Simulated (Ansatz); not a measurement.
Energy profile

The step: SiH₂SF₂ ([F][SiH]([F])[SH]) → SiF₂ + H₂S; bonds formed: S2–H3; bonds broken: Si1–S2, Si1–H3 (atoms numbered as in the saddle structure below).

```
atom    x (Å)    y (Å)    z (Å)
 Si1  -0.4139   0.8174  -0.1885
  S2   0.5761  -1.4040  -0.2910
  H3   0.8687   0.1488  -0.9221
  F4  -0.5359   1.0112   1.3895
  F5  -1.8782   0.4714  -0.7101
  H6   1.3833  -1.0448   0.7223
```

Electronic energies by CCSD(T) at an estimated basis limit (MP2 extrapolated from triple and quadruple zeta, plus CCSD(T) − MP2 in triple zeta), on PBE0-D4/def2-TZVP structures; SiH2SF2, closed shell; no counterpoise correction. Computed with Ansatz 0.2.0 (basis: def2-TZVPP and def2-QZVPP); correlated methods freeze the cores. Extrapolation: Hartree–Fock as exp(−7.88 √X), correlation as X^−2.97.

Give the profile in kJ/mol, counted from the start structure. (Judge from chemistry; the value comes from the calculation.)

The calculation gives:
```json
{"point": "start structure", "kJ/mol": "0.0"}
{"point": "saddle", "kJ/mol": "300.0"}
{"point": "end structure", "kJ/mol": "187.8"}
{"point": "separated: SiF2 (linked as [F][Si][F]; Si1, F4, F5; singlet) + H2S (S2, H3, H6; singlet)", "kJ/mol": "205.0"}
```

T1 diagnostic: at most 0.016. The restricted Hartree–Fock reference is unstable towards an unrestricted one at one or more of these structures.

Losses and insertions of silylenes and their heavier kin drive the gas-phase chemistry of silicon and germanium vapour deposition.

For scale, one of the runs: CCSD(T)/def2-TZVPP, 174 basis functions, launched by `ansatz run in.yaml --threads 2 --pin off --events-out ev --progress --plain --max-ram 4352MiB`. Time: 24 s of wall clock on 2 CPU threads of an Intel Xeon 6975P-C; the host was shared. Peak host memory: 1.6 GiB.
